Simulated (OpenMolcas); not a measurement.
SbN at 1.821 Å: OpenMolcas input and output

Input (each module block was a call of its own in one work directory; start orbitals came from a preliminary run):

```
&GATEWAY
Coord
2
angstrom
Sb 0.0 0.0 0.0
N 0.0 0.0 1.8210
Basis=ANO-RCC-VTZP
Group=XY
RX2C
AMFI
ANGMom
0.0 0.0 0.0
RICD
&SEWARD
&GUESSORB
&RASSCF
FileOrb=$CurrDir/o11.orb
Symmetry=1
Spin=1
nActEl=8 0 0
Inactive=15 10
RAS2=3 4
CIRoot=5 5 1
Linear
Iterations=120 100
OrbListing=Nothing
PRWF=0.15
>>COPY $Project.RasOrb $CurrDir/o11.orb
>>COPY $Project.rasscf.h5 $CurrDir/r11.h5
&CASPT2
XMultistate=all
Imaginary=0.2
IPEA=0.25
MaxIter=40
>>COPY $Project.JobMix JOB001
&RASSCF
FileOrb=$CurrDir/o31.orb
Symmetry=1
Spin=3
nActEl=8 0 0
Inactive=15 10
RAS2=3 4
CIRoot=6 6 1
Linear
Iterations=120 100
OrbListing=Nothing
PRWF=0.15
>>COPY $Project.RasOrb $CurrDir/o31.orb
>>COPY $Project.rasscf.h5 $CurrDir/r31.h5
&CASPT2
XMultistate=all
Imaginary=0.2
IPEA=0.25
MaxIter=40
>>COPY $Project.JobMix JOB002
```

```bash
pymolcas m.inp
```

RASSCF and CASPT2 output of these blocks, in excerpt:

```
++    Wave function specifications:
      Number of closed shell electrons          50
      Number of electrons in active shells       8
      Number of inactive orbitals               25
      Number of active orbitals                  7
      Number of secondary orbitals              66
      Spin quantum number                      0.0
      State symmetry                             1
++    Orbital specifications:
      Symmetry species                           1   2
                                                 a   b
      Frozen orbitals                            0   0
      Inactive orbitals                         15  10
      Active orbitals                            3   4
      RAS2 orbitals                              3   4
      Secondary orbitals                        34  32
      Number of basis functions                 52  46
      printout of CI-coefficients larger than  0.15 for root  1
      energy=   -6532.447089
      conf/sym  111 2222     Coeff  Weight
           114  022 2020  -0.18763 0.03520
           120  022 udud   0.16514 0.02727
           127  022 0202  -0.18763 0.03520
           130  022 0022   0.89557 0.80205
      printout of CI-coefficients larger than  0.15 for root  2
      energy=   -6532.294650
      conf/sym  111 2222     Coeff  Weight
           124  022 0u2d   0.68524 0.46955
           128  022 u0d2   0.68524 0.46955
      printout of CI-coefficients larger than  0.15 for root  3
      energy=   -6532.280132
      conf/sym  111 2222     Coeff  Weight
           124  022 0u2d  -0.68034 0.46286
           128  022 u0d2   0.68034 0.46286
      printout of CI-coefficients larger than  0.15 for root  4
      energy=   -6532.280132
      conf/sym  111 2222     Coeff  Weight
           123  022 u02d   0.68034 0.46286
           129  022 0ud2   0.68034 0.46286
      printout of CI-coefficients larger than  0.15 for root  5
      energy=   -6532.222539
      conf/sym  111 2222     Coeff  Weight
           114  022 2020  -0.31376 0.09844
           120  022 udud   0.42655 0.18194
           122  022 uudd  -0.67447 0.45491
           127  022 0202  -0.31376 0.09844
           130  022 0022  -0.21067 0.04438
      Natural orbitals and occupation numbers for root  1
      sym 1:   0.049098   1.990491   1.950789
      sym 2:   0.155497   0.155497   1.849314   1.849314
      Natural orbitals and occupation numbers for root  2
      sym 1:   0.046790   1.991196   1.952188
      sym 2:   0.536624   0.536624   1.468289   1.468289
      Natural orbitals and occupation numbers for root  3
      sym 1:   0.048465   1.975092   1.947096
      sym 2:   0.536711   0.536711   1.477963   1.477963
      Natural orbitals and occupation numbers for root  4
      sym 1:   0.048465   1.975091   1.947096
      sym 2:   0.536711   0.536711   1.477963   1.477963
      Natural orbitals and occupation numbers for root  5
      sym 1:   0.049374   1.992067   1.951442
      sym 2:   0.927877   0.927877   1.075681   1.075681
      RASSCF energy for state  5                  -6532.22253857
::    RASSCF root number  1 Total energy:  -6532.44708863
::    RASSCF root number  2 Total energy:  -6532.29465030
::    RASSCF root number  3 Total energy:  -6532.28013230
::    RASSCF root number  4 Total energy:  -6532.28013230
::    RASSCF root number  5 Total energy:  -6532.22253857
      Von Neumann Entropy (Root   1) =  0.95520
++    Wave function specifications:
      Number of closed shell electrons          12
      Number of electrons in active shells       8
      Number of inactive orbitals                6
      Number of active orbitals                  7
      Number of secondary orbitals              66
      Spin quantum number                      0.0
      State symmetry                             1
      Number of CSFs                           254
      Number of CASSCF root(s) available         5
      CASPT2 state passed to geometry opt.       5
      A file JOBMIX will be created
      This is a MULTI-STATE CASSCF reference
      Number of CI roots used                    5
      These are:                                 1   2   3   4   5
      Off-diagonal elements of Heff are computed
  FINAL CASPT2 RESULT:
      Reference energy:       -6532.4470886275
      E2 (Non-variational):      -0.6541422079
      Shift correction:          -0.0021010497
      E2 (Variational):          -0.6562432576
      Total energy:           -6533.1033318851
      Reference weight:           0.87304
  FINAL CASPT2 RESULT:
      Reference energy:       -6532.2946502971
      E2 (Non-variational):      -0.6618613041
      Shift correction:          -0.0023445032
      E2 (Variational):          -0.6642058073
      Total energy:           -6532.9588561043
      Reference weight:           0.86966
  FINAL CASPT2 RESULT:
      Reference energy:       -6532.2801322987
      E2 (Non-variational):      -0.6621489525
      Shift correction:          -0.0024781035
      E2 (Variational):          -0.6646270561
      Total energy:           -6532.9447593548
      Reference weight:           0.86866
  FINAL CASPT2 RESULT:
      Reference energy:       -6532.2801322987
      E2 (Non-variational):      -0.6614215590
      Shift correction:          -0.0024363971
      E2 (Variational):          -0.6638579561
      Total energy:           -6532.9439902548
      Reference weight:           0.86934
  FINAL CASPT2 RESULT:
      Reference energy:       -6532.2225385707
      E2 (Non-variational):      -0.6606981469
      Shift correction:          -0.0032242394
      E2 (Variational):          -0.6639223863
      Total energy:           -6532.8864609570
      Reference weight:           0.86374
       Total XMS-CASPT2 energies:
::    XMS-CASPT2 Root  1     Total energy:  -6533.10171838
::    XMS-CASPT2 Root  2     Total energy:  -6532.95885610
::    XMS-CASPT2 Root  3     Total energy:  -6532.94475945
::    XMS-CASPT2 Root  4     Total energy:  -6532.94399016
::    XMS-CASPT2 Root  5     Total energy:  -6532.88807446
++    Wave function specifications:
      Number of closed shell electrons          50
      Number of electrons in active shells       8
      Number of inactive orbitals               25
      Number of active orbitals                  7
      Number of secondary orbitals              66
      Spin quantum number                      1.0
      State symmetry                             1
      printout of CI-coefficients larger than  0.15 for root  1
      energy=   -6532.370523
      conf/sym  111 2222     Coeff  Weight
            22  022 2uu0   0.19493 0.03800
            99  022 u20u  -0.19493 0.03800
           102  022 u02u   0.66224 0.43857
           150  022 0uu2  -0.66224 0.43857
      printout of CI-coefficients larger than  0.15 for root  2
      energy=   -6532.329495
      conf/sym  111 2222     Coeff  Weight
            23  022 2u0u  -0.15264 0.02330
            97  022 u2u0   0.15264 0.02330
           105  022 u0u2   0.65881 0.43403
           149  022 0u2u  -0.65881 0.43403
      printout of CI-coefficients larger than  0.15 for root  3
      energy=   -6532.329495
      conf/sym  111 2222     Coeff  Weight
            22  022 2uu0   0.15264 0.02330
            99  022 u20u   0.15264 0.02330
           102  022 u02u  -0.65881 0.43403
           150  022 0uu2  -0.65881 0.43403
      printout of CI-coefficients larger than  0.15 for root  4
      energy=   -6532.304398
      conf/sym  111 2222     Coeff  Weight
           105  022 u0u2   0.65804 0.43301
           149  022 0u2u   0.65803 0.43301
      printout of CI-coefficients larger than  0.15 for root  5
      energy=   -6532.228457
      conf/sym  111 2222     Coeff  Weight
            24  022 20uu  -0.47142 0.22224
            98  022 uu20  -0.47521 0.22583
           100  022 uduu   0.24458 0.05982
           104  022 uu02   0.47521 0.22582
           148  022 02uu   0.47143 0.22224
      printout of CI-coefficients larger than  0.15 for root  6
      energy=   -6532.228457
      conf/sym  111 2222     Coeff  Weight
            24  022 20uu  -0.17294 0.02991
           100  022 uduu  -0.66670 0.44449
           101  022 uudu   0.38801 0.15055
           103  022 uuud   0.54873 0.30110
           148  022 02uu   0.17295 0.02991
      Natural orbitals and occupation numbers for root  1
      sym 1:   0.044286   1.993908   1.957142
      sym 2:   0.588556   0.588556   1.413776   1.413777
      Natural orbitals and occupation numbers for root  2
      sym 1:   0.041081   1.994135   1.959256
      sym 2:   0.568703   0.568703   1.434062   1.434061
      Natural orbitals and occupation numbers for root  3
      sym 1:   0.041081   1.994135   1.959256
      sym 2:   0.568704   0.568703   1.434061   1.434061
      Natural orbitals and occupation numbers for root  4
      sym 1:   0.042813   1.972040   1.949731
      sym 2:   0.579130   0.579129   1.438579   1.438578
      Natural orbitals and occupation numbers for root  5
      sym 1:   0.031089   1.996911   1.970530
      sym 2:   0.992356   0.992363   1.008378   1.008373
      Natural orbitals and occupation numbers for root  6
      sym 1:   0.031083   1.996911   1.970535
      sym 2:   0.992358   0.992361   1.008377   1.008375
      RASSCF energy for state  6                  -6532.22845667
::    RASSCF root number  1 Total energy:  -6532.37052251
::    RASSCF root number  2 Total energy:  -6532.32949548
::    RASSCF root number  3 Total energy:  -6532.32949548
::    RASSCF root number  4 Total energy:  -6532.30439825
::    RASSCF root number  5 Total energy:  -6532.22845667
::    RASSCF root number  6 Total energy:  -6532.22845667
      Von Neumann Entropy (Root   1) =  1.90286
++    Wave function specifications:
      Number of closed shell electrons          12
      Number of electrons in active shells       8
      Number of inactive orbitals                6
      Number of active orbitals                  7
      Number of secondary orbitals              66
      Spin quantum number                      1.0
      State symmetry                             1
      Number of CSFs                           288
      Number of CASSCF root(s) available         6
      CASPT2 state passed to geometry opt.       6
      A file JOBMIX will be created
      This is a MULTI-STATE CASSCF reference
      Number of CI roots used                    6
      These are:                                 1   2   3   4   5   6
      Off-diagonal elements of Heff are computed
  FINAL CASPT2 RESULT:
      Reference energy:       -6532.3705225136
      E2 (Non-variational):      -0.6443834609
      Shift correction:          -0.0020361720
      E2 (Variational):          -0.6464196329
      Total energy:           -6533.0169421465
      Reference weight:           0.87646
  FINAL CASPT2 RESULT:
      Reference energy:       -6532.3294954814
      E2 (Non-variational):      -0.6536888938
      Shift correction:          -0.0022359074
      E2 (Variational):          -0.6559248012
      Total energy:           -6532.9854202827
      Reference weight:           0.87241
  FINAL CASPT2 RESULT:
      Reference energy:       -6532.3294954814
      E2 (Non-variational):      -0.6537075815
      Shift correction:          -0.0022396967
      E2 (Variational):          -0.6559472783
      Total energy:           -6532.9854427597
      Reference weight:           0.87237
  FINAL CASPT2 RESULT:
      Reference energy:       -6532.3043982481
      E2 (Non-variational):      -0.6523721085
      Shift correction:          -0.0023732099
      E2 (Variational):          -0.6547453183
      Total energy:           -6532.9591435665
      Reference weight:           0.87151
  FINAL CASPT2 RESULT:
      Reference energy:       -6532.2284566721
      E2 (Non-variational):      -0.6509966846
      Shift correction:          -0.0021526843
      E2 (Variational):          -0.6531493689
      Total energy:           -6532.8816060410
      Reference weight:           0.87381
  FINAL CASPT2 RESULT:
      Reference energy:       -6532.2284566718
      E2 (Non-variational):      -0.6508541078
      Shift correction:          -0.0021361479
      E2 (Variational):          -0.6529902557
      Total energy:           -6532.8814469275
      Reference weight:           0.87402
       Total XMS-CASPT2 energies:
::    XMS-CASPT2 Root  1     Total energy:  -6533.01694217
::    XMS-CASPT2 Root  2     Total energy:  -6532.98537658
::    XMS-CASPT2 Root  3     Total energy:  -6532.98532357
::    XMS-CASPT2 Root  4     Total energy:  -6532.95914354
::    XMS-CASPT2 Root  5     Total energy:  -6532.88174202
::    XMS-CASPT2 Root  6     Total energy:  -6532.88147384
```

Only roots inside an energy window near the equilibrium distance were included, so the list of states is not complete; labels number the states computed. Each spin and symmetry block has orbitals of its own, averaged over its own roots, so gaps between blocks are less sure than gaps within one and near the minimum can be off by tenths of an eV, in bad cases by more. No Rydberg orbitals are active, so Rydberg states, and σ→σ* states whose orbital the CASSCF left unused, can be missing between those listed. CASPT2 splits the two components of degenerate states numerically, here by up to 169 cm⁻¹.
